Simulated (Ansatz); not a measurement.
C₂H₆Se, triplet, at the geometry of the source list (a higher spin typed on purpose: for a closed-shell molecule this is an excited state). Base run: Ansatz (a quantum-chemistry and plane-wave program) with HF/6-31G.

Here is a job for Ansatz.
Ansatz 0.2 input:
```yaml
crystal:
  periodic: [false, false, false]
  atoms:
    - {symbol: C, position_ang: [1.45580000, -0.05290000, 0.03390000]}
    - {symbol: Se, position_ang: [0.05090000, 0.47070000, -1.21420000]}
    - {symbol: C, position_ang: [-1.45680000, 0.05700000, -0.04690000]}
    - {symbol: H, position_ang: [1.40210000, -1.12550000, 0.21030000]}
    - {symbol: H, position_ang: [2.41140000, 0.20450000, -0.41870000]}
    - {symbol: H, position_ang: [1.32730000, 0.49560000, 0.96530000]}
    - {symbol: H, position_ang: [-1.37990000, -0.97770000, 0.27740000]}
    - {symbol: H, position_ang: [-2.36800000, 0.20320000, -0.61720000]}
    - {symbol: H, position_ang: [-1.44300000, 0.72510000, 0.81010000]}
basis:
  gaussian:
    orbitals: 6-31G
hamiltonian:
  xc: hf
magnetization: {spin_polarized: true, initial_magnetization: 2}
```

The bond that is stretched is that between atoms 9 and 3. A test that says stable can miss a lower solution.

Variants of this job, named by their change:

| change | ΔE vs base (mEh) | <S^2> | stability test says |
|---|---|---|---|
| base | 0.000 | 2.014 | minimum |
| spin_polarized = on; lower_state_search = off | 0.000 | 2.014 | undecided (no full test) |
| spin_polarized = on; lower_state_search = standard | 0.000 | 2.014 | minimum |
| bond × 1.25 | 28.709 | 2.016 | minimum |
| spin_polarized = on; lower_state_search = off; bond × 1.25 | 28.709 | 2.016 | undecided (no full test) |
| spin_polarized = on; lower_state_search = standard; bond × 1.25 | 28.709 | 2.016 | minimum |
| bond × 1.5 | 43.559 | 2.020 | minimum |
| spin_polarized = on; lower_state_search = off; bond × 1.5 | 43.559 | 2.020 | undecided (no full test) |
| spin_polarized = on; lower_state_search = standard; bond × 1.5 | 43.559 | 2.020 | minimum |
| bond × 1.8 | 1.512 | 2.018 | minimum |
| spin_polarized = on; lower_state_search = off; bond × 1.8 | 1.512 | 2.018 | undecided (no full test) |
| spin_polarized = on; lower_state_search = standard; bond × 1.8 | 1.512 | 2.018 | minimum |
| bond × 2.2 | -21.745 | 2.017 | minimum |
| spin_polarized = on; lower_state_search = off; bond × 2.2 | -21.745 | 2.017 | undecided (no full test) |
| spin_polarized = on; lower_state_search = standard; bond × 2.2 | -21.745 | 2.017 | minimum |
| bond × 3.0 | -31.467 | 2.016 | minimum |
| spin_polarized = on; lower_state_search = off; bond × 3.0 | -31.467 | 2.016 | undecided (no full test) |
| spin_polarized = on; lower_state_search = standard; bond × 3.0 | -31.467 | 2.016 | minimum |

On stretching, the SCF can end on different states; <S^2> shows the spin contamination of each.
